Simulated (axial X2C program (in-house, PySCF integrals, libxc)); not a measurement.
## What spin–orbit coupling does to PtGe

All values were computed with an axial X2C code built on PySCF integrals. Spin-free means the one-electron spin-free X2C Hamiltonian; two-component (2c) means X2C with spin–orbit coupling and atomic mean-field two-electron Coulomb and Gaunt terms, so the difference of the two also holds small scalar two-electron terms. Basis: Pt dyall-cv3z [13s14p9d6f4g], Ge dyall-cv3z [9s9p7d4f1g] (cores contracted in-house); Gaussian nuclei, density fitting, unrestricted open shells. Masses: Pt 194.965 u, Ge 73.921 u.

Spin-free state: M_S = 0, Λ = 0 (closed shell); fragments Pt + Ge.

```tsv
level	Re (Å)	ωe (cm⁻¹)	De (eV)	μ (D)
PBE0	2.151	366.6	4.574	1.30
HF	2.168	349.4	1.121	0.19
CCSD	2.155	370.9	4.407	n/a
CCSD(T)	2.167	362.7	n/a	n/a
PBEsol	2.153	362.5	5.797	1.63
```

Correlated methods: 14 electrons correlated (number of frozen shells: Pt 5 s, 4 p, 2 d, 1 f; Ge 3 s, 2 p, 1 d), 326 virtual spin orbitals or spinors in MP2, 88 natural virtuals in coupled cluster.

Dipoles are positive if Ge is the positive end.

Two-component determinant lowest at the distance of the search:

Ω = 0 (closed shell); fragments Pt + Ge.

```
  level  Re (Å)  ωe (cm⁻¹)  μ (D)
   PBE0   2.157      360.7   1.20
     HF   2.171      347.9   0.13
   CCSD   2.159      368.8    n/a
CCSD(T)   2.170      361.2    n/a
 PBEsol   2.159      355.2   1.52
```

Q: From the two tables, how do the constants change at the CCSD(T) level (2c against spin-free)?

A: At the CCSD(T) level Re increases by 0.003 Å and ωe decreases by 1.5 cm⁻¹.

Occupations by symmetry block were frozen at the best pattern of an incomplete PBE0 search. The closed shell is kept restricted, so the energy runs too high when the bond is stretched far. Dissociation energies refer to the lowest single-determinant-based atoms at the same level and basis. De is not given where an atomic determinant may have missed its ground term or J level, or where the truncated virtual space spoils (T). CCSD and (T) use frozen natural virtuals with an MP2 correction for the truncation; (T) itself is uncorrected, so its De runs slightly low. Without a current term, density functionals place determinants with orbital angular momentum somewhat too high. The T1 diagnostic is large, a sign of multireference character. With the outer-core shells frozen, correlated bond lengths of heavy atoms tend to come out a few hundredths of an ångström too long.
